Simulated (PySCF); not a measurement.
**How methods differ on the ionisation energy of Pm⁵²⁺**

Pm⁵²⁺ [He] 2s2 2p5 (2P) → Pm⁵³⁺ [He] 2s2 2p4 (3P), as a difference of total energies. Calculation: PySCF 2.14, in an uncontracted even-tempered set (19 s from 28 bohr⁻², ratio 2.2; 13 p from 36 bohr⁻², ratio 2.2; 5 d from 150 bohr⁻², ratio 2.4; 5 f from 220 bohr⁻², ratio 2.4; 4 g from 330 bohr⁻², ratio 2.4); scalar relativity by spin-free X2C-1e. Correlated levels: nothing frozen; virtual orbitals above 40 to 60 times the deepest correlated orbital energy dropped. The calculations carry no spin-orbit coupling.

```
                 method  ionisation energy (eV)
                    UHF                 10567.6
                    LDA                 10563.2
                    PBE                 10566.8
                   PBE0                 10567.5
                 r2SCAN                 10571.5
                 M06-2X                 10568.2
                 B2PLYP                 10568.7
    MP2 (all electrons)                 10569.4
SCS-MP2 (all electrons)                 10569.3
```

Spin-orbit coupling is strong in these open shells (close to jj coupling). The scalar numbers leave it out and a first-order estimate fails, so it can dominate the gap to the real levels.

For this ion Breit and QED terms and the two-electron picture change, all absent here, outweigh the differences among the correlated methods.

For comparison: 10378 ± 4 eV (theoretical estimate listed by NIST; NIST Atomic Spectra Database, ionization energies).
